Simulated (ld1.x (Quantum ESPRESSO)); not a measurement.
# What one change does to a pseudopotential (Ag, TM)

- Element: silver
- Generator: ld1.x (Quantum ESPRESSO) 7.5
- Type: norm-conserving Troullier–Martins (Kleinman–Bylander form)
- Functional: Wu–Cohen
- Relativity: non-relativistic
- Frozen core: [Kr]
- Valence charge: 11
- Reference configuration: 4d10 5s1 5p0
- Partial waves: 5p (bound, empty): rc 2.95 bohr; 4d (bound): rc 1.95 bohr; 5s (bound): rc 2.20 bohr
- Local potential: the s channel
- Core correction: Bessel-smoothed model core, default radius (core density twice the valence density)

Change: wave 5s (bound): rc 2.20 bohr becomes 5s (bound): rc 2.40 bohr.

Cutoffs: the cutoffs (Ry, on a coarse ladder) from which the occupation-weighted sum of valence levels, in a spherical-Bessel basis at the reference potential, stays within 10 and 1 mRy of its value at 400 Ry; they do not see the model core or the augmentation charge, which bear on the density cutoff. Errors are all-electron minus pseudo energies relative to the spin-unpolarised reference configuration.

Question: Predict the effect on cutoff, ghosts and configuration errors.

Answer: The potential gets neither clearly harder nor softer (55 Ry and 90 Ry → 55 Ry and 90 Ry); the errors of the 7 common tests hardly move; neither file shows a bound ghost.

| quantity | base | changed |
| --- | --- | --- |
| cutoff, loose | 55 Ry | 55 Ry |
| cutoff, tight | 90 Ry | 90 Ry |
| bound ghosts | none | none |
| error for 4d10 5s0 5p0, meV [ΔE 7.13 eV] | -11 | -11 |
| error for 4d9 5s0 5p0, meV [ΔE 29.56 eV] | -157 | -157 |
| error for 4d8 5s0 5p0, meV [ΔE 66.22 eV] | -804 | -802 |
| error for 4d7 5s0 5p0, meV [ΔE 118.54 eV] | -2096 | -2092 |
| error for 4d9 5s1 5p1, meV [ΔE 9.19 eV] | -171 | -172 |
| error for 4d9 5s2 5p0, meV [ΔE 5.09 eV] | -168 | -170 |
| error for 4d10 5s0 5p1, meV [ΔE 3.47 eV] | -2.7 | -2.8 |
| s: phases at 3.22 bohr within 0.05 rad from the reference energy up to (Ry; the scan ends near 5) | 1.9 | 2.0 |
| p: phases at 3.22 bohr within 0.05 rad from the reference energy up to (Ry; the scan ends near 5) | 2.7 | 2.7 |
| d: phases at 3.22 bohr within 0.05 rad from the reference energy up to (Ry; the scan ends near 5) | 0.6 | 0.6 |
